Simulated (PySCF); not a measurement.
A GIAO shielding run with PySCF 2.14 (density fitting, non-relativistic, gas phase) on SMILES C[Si+](C)CCC1CC1, [C$_{7}$H$_{15}$Si]+:

```
{"job": {"kind": "nmr", "xc": "PBE0", "basis": "pcSseg-1"}, "charge": 1, "multiplicity": 1}
C     -2.517477     0.592575     1.255076
Si    -1.758298    -0.788409     0.318788
C     -2.886970    -1.988022    -0.485477
C      0.064470    -0.867488     0.142167
C      0.605882     0.339526    -0.671788
C      2.111598     0.313006    -0.726808
C      2.879831     1.593287    -0.858227
C      2.910946     0.832156     0.433493
H     -3.136095     1.205585     0.574601
H     -3.208164     0.196211     2.020066
H     -1.771591     1.238326     1.739208
H     -2.354893    -2.780374    -1.029448
H     -3.545667    -2.445865     0.274295
H     -3.556591    -1.452561    -1.183022
H      0.366460    -1.821198    -0.318545
H      0.508777    -0.833548     1.155573
H      0.194969     0.324897    -1.696260
H      0.277314     1.288202    -0.213181
H      2.522207    -0.556440    -1.252325
H      2.317612     2.531159    -0.885669
H      3.771645     1.591157    -1.489070
H      3.827337     0.305514     0.710012
H      2.368904     1.259553     1.283604
```

Hardware: 1 thread of an Arm Neoverse V1, shared host. The job also computes population analyses, field gradients, ring-centre shieldings.

**Question.** How large is the calculation?

**Answer.** 70 electrons, 218 basis functions and 1148 auxiliary functions.

**Question.** How long does it take?

**Answer.** 63 s of wall time, with 12 SCF cycles and 5 response iterations. Times on a shared host scatter by some tens of per cent.

**Question.** And these other runs on the same molecule and hardware: GIAO shielding at KT2/pcSseg-1?

**Answer.** KT2/pcSseg-1: 218 functions, 67 s.
